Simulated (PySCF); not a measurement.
Potassium: a sound run and one with changed settings

Sound run: K²⁺ [Ne] 3s2 3p5, K³⁺ [Ne] 3s2 3p4. Calculation: PySCF 2.14, in x2c-SVPall; the spin-free X2C one-electron Hamiltonian (Gaussian nucleus). The sound run starts from symmetry-adapted Hartree-Fock orbitals and uses a fine grid where one is needed.

A second run was set up differently.

```json
{"species": "K²⁺", "method": "UHF", "sound run (hartree)": "-600.05251", "changed run (hartree)": "-600.05251", "converged": "yes"}
{"species": "K²⁺", "method": "B3LYP", "sound run (hartree)": "-600.77015", "changed run (hartree)": "-600.77008", "converged": "yes"}
{"species": "K²⁺", "method": "M06-L", "sound run (hartree)": "-600.74269", "changed run (hartree)": "-600.74363", "converged": "yes"}
{"species": "K³⁺", "method": "UHF", "sound run (hartree)": "-598.32836", "changed run (hartree)": "-598.32836", "converged": "yes"}
{"species": "K³⁺", "method": "B3LYP", "sound run (hartree)": "-598.99066", "changed run (hartree)": "-598.99041", "converged": "yes"}
{"species": "K³⁺", "method": "M06-L", "sound run (hartree)": "-598.96459", "changed run (hartree)": "-598.96277", "converged": "yes"}
```

Ionisation energy of K²⁺:

```
method  sound run (eV)  changed run (eV)
   UHF          46.917            46.917
 B3LYP          48.423            48.427
 M06-L          48.385            48.460
```

(1) What was changed?
A. minimal basis
B. angular grid far too coarse
C. too few SCF iterations
D. level shift left on

Results:

(1) B. It used 14 angular points. A coarse angular grid integrates products of high-l functions wrongly, so density functionals can shift, and the SCF can exploit the error; Hartree-Fock and MP2 need no grid.
